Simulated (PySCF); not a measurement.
Molecule: `C(/C(N)=O)(F)=C/Cl`, C$_{3}$H$_{3}$ClFNO.

Geometry (Å), atoms numbered from 1 in this order:
```xyz
10

N    -1.7970   -0.0546   -0.3692
C    -0.6378    0.5313    0.0002
O    -0.5439    1.7003    0.3010
C     0.5313   -0.3951    0.0070
F     0.2533   -1.6752   -0.3555
C     1.7974   -0.1148    0.3235
Cl    2.3320    1.4182    0.7967
H    -2.6298    0.5083   -0.3972
H    -1.8510   -1.0273   -0.6152
H     2.5542   -0.8864    0.2863
```

Frames of a GFN2-xTB Langevin trajectory at 200 K; GIAO PBE0/pcSseg-1 shieldings in PySCF, gas phase, non-relativistic; equivalent atoms averaged within each frame.

Chemical shifts δ = σref − σ; NH3 for ¹⁵N (σref 267.73); TMS for ¹³C (σref 186.93), ¹H (σref 31.72); ¹⁷O (σref 336.08) vs H2O; ¹⁹F (σref 170.95) against CFCl3; ³⁵Cl (σref 949.78) against HCl, all at this level. The references are static minima.

Question: How do the shifts (ppm) fluctuate along the trajectory?

Answer: 
```tsv
time (fs)	N1	C4	C2	C6	O3	F5	Cl7	H10	H9	H8
optimised geometry	111.0	161.3	160.5	128.9	411.5	-142.2	183	6.85	5.74	4.67
250	111.0	170.9	156.6	137.4	393.3	-133.0	207	7.62	5.96	4.45
425	110.1	162.4	159.0	126.7	405.6	-140.5	179	6.98	5.93	6.11
625	112.8	163.5	160.0	126.3	408.4	-137.2	169	6.23	5.75	5.74
800	111.5	166.5	161.5	136.7	427.4	-131.7	198	7.28	6.38	3.73
1000	116.3	165.0	166.1	122.4	423.4	-140.3	144	6.97	6.38	5.45
mean of frames	112.3	165.7	160.6	129.9	411.6	-136.5	179	7.02	6.08	5.10
standard deviation	2.4	3.3	3.5	6.7	13.9	4.1	25	0.51	0.29	0.98
```

5 frames give an uncertainty of the mean of about the standard deviation over 2.2 at best, since frames this close in time may not be independent; classical motion lacks zero-point vibration, and the reference would need the same averaging.
